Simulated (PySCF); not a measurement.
A PySCF script (with the pyscf-properties extension) for the NMR shieldings of `C1C(BOBC)C1`, C4H10B2O, on a GFN2-xTB geometry:

```python
import basis_set_exchange as bse
import numpy as np
from pyscf import gto, dft
from pyscf.prop import nmr

atoms = """
C     2.634698   -0.635923    0.485696
B     1.816119    0.375309   -0.439364
O     0.698824    0.017305   -0.999328
B    -0.472416   -0.344256   -1.442209
C    -1.754684   -0.094039   -0.563475
C    -1.818706    1.114653    0.346059
C    -1.669756   -0.238126    0.941939
H     2.718544   -0.246668    1.498732
H     2.174838   -1.619655    0.542799
H     3.651705   -0.761613    0.120679
H     2.226676    1.468740   -0.633374
H    -0.552859   -0.853913   -2.505326
H    -2.707053   -0.388644   -0.989905
H    -2.765128    1.625475    0.444853
H    -0.962800    1.773646    0.359770
H    -0.712547   -0.505110    1.365241
H    -2.512454   -0.675149    1.457303
"""
names = dict.fromkeys(["C", "B", "O", "H"], "pcSseg-1")
basis = {el: gto.basis.parse(bse.get_basis(n, elements=[el], fmt="nwchem")) for el, n in names.items()}
mol = gto.M(atom=atoms, basis=basis, charge=0, verbose=0)
mf = dft.RKS(mol, xc="PBE0")
mf.grids.level = 2
mf.grids.alignment = dft.numint.BLKSIZE   # the property module wants whole blocks of grid points
mf.conv_tol = 1e-9
mf.kernel()

calc = nmr.RKS(mf)   # GIAO
C = mf.mo_coeff
Co = C[:, mf.mo_occ > 0]
resp = mf.gen_response(singlet=True, hermi=2)
def vind(x):   # induced exchange potential for any number of trial vectors
    d = np.einsum("pi,xij,qj->xpq", C, 2 * x.reshape(-1, C.shape[1], Co.shape[1]), Co, optimize=True)
    return np.einsum("xpq,pi,qj->xij", resp(d - d.transpose(0, 2, 1)), C, Co, optimize=True).ravel()
mo1, _ = nmr.rhf.solve_mo1(calc, with_cphf=vind)
sigma = calc.kernel(mo1)
for i, s in enumerate(sigma):   # ppm
    w = np.linalg.eigvalsh((s + s.T) / 2)
    print("%2d %-2s iso %8.1f  s11 %8.1f  s22 %8.1f  s33 %8.1f" % (i, mol.atom_pure_symbol(i), w.mean(), *w))
```

Question: What are the results?

Answer: 
```
 0 C  iso    176.1  s11    159.9  s22    173.5  s33    194.8
 1 B  iso     57.8  s11      5.1  s22     61.1  s33    107.2
 2 O  iso     34.9  s11    -83.8  s22     91.5  s33     97.1
 3 B  iso     57.9  s11      0.2  s22     67.8  s33    105.7
 4 C  iso    182.1  s11    143.0  s22    180.3  s33    223.1
 5 C  iso    180.6  s11    157.0  s22    175.6  s33    209.2
 6 C  iso    179.6  s11    155.5  s22    174.5  s33    209.0
 7 H  iso     31.1  s11     27.8  s22     29.4  s33     36.2
 8 H  iso     31.6  s11     27.8  s22     30.9  s33     36.0
 9 H  iso     31.0  s11     27.7  s22     28.2  s33     37.2
10 H  iso     26.2  s11     24.1  s22     26.3  s33     28.3
11 H  iso     25.8  s11     23.6  s22     24.4  s33     29.4
12 H  iso     31.3  s11     25.0  s22     27.5  s33     41.3
13 H  iso     31.0  s11     24.9  s22     26.6  s33     41.6
14 H  iso     31.3  s11     24.9  s22     29.3  s33     39.6
15 H  iso     31.4  s11     24.8  s22     29.0  s33     40.3
16 H  iso     31.0  s11     24.9  s22     26.7  s33     41.4
```

These numbers come from an equivalent density-fitted implementation of the same equations, which agrees with the script to about 0.01 ppm for H and up to a few tenths of a ppm for heavy atoms, so last digits may differ.

Size and cost of the density-fitted run: 169 basis functions, 23 s wall time on 1 thread of an Arm Neoverse V1, shared host; peak memory 0.76 GiB.
